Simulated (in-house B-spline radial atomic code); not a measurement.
Response of Mg as one setting changes: the share of exact exchange in a PBE hybrid. A dash marks a strongly mixed or unbound state. Computed with a B-spline radial code for spherical atoms: linear response of the closed shell [Ne] 3s2 with the functional's adiabatic kernel; non-relativistic, point nucleus, no spin-orbit coupling, no double excitations, S, P, D and F terms only.

```tsv
share of exact exchange in a PBE hybrid	lowest 1P (eV)	lowest 3P, Tamm-Dancoff (eV)	minus highest occupied level (eV)	α (bohr³)
0	3s → 3p 4.150	3s → 3p 2.513	4.699	74
0.1	3s → 3p 4.164	3s → 3p 2.484	4.990	74.37
0.2	3s → 3p 4.174	3s → 3p 2.455	5.281	74.78
0.3	3s → 3p 4.181	3s → 3p 2.425	5.570	75.21
0.4	?	?	?	?
0.5	?	?	?	?
0.6	3s → 3p 4.185	3s → 3p 2.335	6.432	76.74
0.7	3s → 3p 4.181	3s → 3p 2.304	6.718	77.32
0.8	3s → 3p 4.176	3s → 3p 2.274	7.002	77.92
0.9	3s → 3p 4.169	3s → 3p 2.243	7.286	78.56
1	3s → 3p 4.160	3s → 3p 2.212	7.568	79.24
```

Question: What belongs in the row for 0.5?

Answer: lowest 1P (eV): 3s → 3p 4.186; lowest 3P, Tamm-Dancoff (eV): 3s → 3p 2.365; minus highest occupied level (eV): 6.146; α (bohr³): 76.2.

Question: What belongs in the row for 0.4?

Answer: lowest 1P (eV): 3s → 3p 4.185; lowest 3P, Tamm-Dancoff (eV): 3s → 3p 2.395; minus highest occupied level (eV): 5.859; α (bohr³): 75.69.
